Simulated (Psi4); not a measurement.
Reaction (SMILES): N#P (N-P) + H+ → [NH+]#P
B3LYP-D3(BJ)/def2-TZVP geometries, fixed; electronic energies without zero-point terms; positive where energy is released.
Largest species:
```xyz
3

N      0.0000     0.0000    -0.9047
P      0.0000     0.0000     0.5502
H      0.0000     0.0000    -1.9194
```
Charge +1, spin multiplicity 1.

How fast the proton affinity converges with the basis for several methods (Psi4): deviation from each method's own reference, in kcal/mol. References: B3LYP 198.33 kcal/mol, the value in aug-cc-pV(Q+d)Z; HF 204.87 kcal/mol, the value in aug-cc-pV(Q+d)Z; MP2 191.50 kcal/mol, Hartree-Fock in aug-cc-pV(Q+d)Z plus the correlation part extrapolated as X^-3 from aug-cc-pV(T+d)Z and aug-cc-pV(Q+d)Z; PBE 195.44 kcal/mol, the value in aug-cc-pV(Q+d)Z. All functions are spherical. Density fitting with the program's default auxiliary sets. In correlated methods cores are frozen. The proton sits at the site shown, which need not be the one that binds it best. No added dispersion term, no relativity. 

```tsv
basis	functions	B3LYP	HF	MP2	PBE
STO-3G	15	43.76	…	50.96	42.31
def2-SVPD	52	-0.63	…	0.90	-0.60
6-311+G**	58	-2.04	…	1.48	-2.09
6-311++G(2d,2p)	72	-1.77	…	0.43	-1.80
def2-TZVPD	89	-0.60	…	-1.02	-0.55
def2-QZVPP	157	0.11	…	0.78	0.12
def2-QZVPPD	172	-0.02	…	0.57	-0.06
aug-cc-pV(Q+d)Z	215	0.00	…	0.21	0.00
```

Question: Complete the blanks.

Answer: 
- STO-3G, HF: 51.55
- def2-SVPD, HF: -0.31
- 6-311+G**, HF: -1.64
- 6-311++G(2d,2p), HF: -2.08
- def2-TZVPD, HF: -0.54
- def2-QZVPP, HF: 0.14
- def2-QZVPPD, HF: 0.07
- aug-cc-pV(Q+d)Z, HF: 0.00

Mean absolute deviation over 6-311+G**, 6-311++G(2d,2p), def2-TZVPD: MP2 0.98, HF 1.42, B3LYP 1.47, PBE 1.48 kcal/mol.
